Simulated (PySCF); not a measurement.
Vertical excitations of a molecule C2H8OSi2 from TDA-PBE/def2-SVPD in PySCF 2.14.0, as energy in eV (oscillator strength): 5.74 (0.021), 5.87 (0.000), 5.96 (0.002), 6.34 (0.000), 6.45 (0.001), 6.56 (0.001), 6.83 (0.130), 6.98 (0.002), 7.01 (0.007), 7.05 (0.002). Lowest triplet (TDA): 4.33 eV. Geometry optimised at ωB97X-D3(BJ)/def2-SVP. One conformer was computed; it need not be the lowest.

Task: Identify the compound among the candidates.
A) O=CC[SiH2][SiH3]
B) O[SiH]1C[SiH2]C1
C) C=C[SiH2]O[SiH3]
D) C=C([SiH3])[SiH2]O

Result: C, C=C[SiH2]O[SiH3]
